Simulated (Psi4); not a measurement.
A dimer, HCl ··· H4Si (SMILES Cl and [SiH4]); the first 2 atoms form monomer A.

```
7

Cl     0.6410     0.0000     0.0000
H     -0.6410     0.0000     0.0000
Si    -2.2227     1.0359     3.3836
H     -0.9914     1.0671     2.5625
H     -2.2931     2.2594     4.2140
H     -2.2002    -0.1558     4.2617
H     -3.4060     0.9728     2.4964
```

Question: What interaction energy does SAPT0/jun-cc-pVDZ, frozen core run with Psi4 1.11 give, and which attractive term is the largest?

Answer: Total 0.18 kcal/mol: electrostatics -0.21, exchange 0.96, induction -0.10, dispersion -0.47. The most attractive term is dispersion.
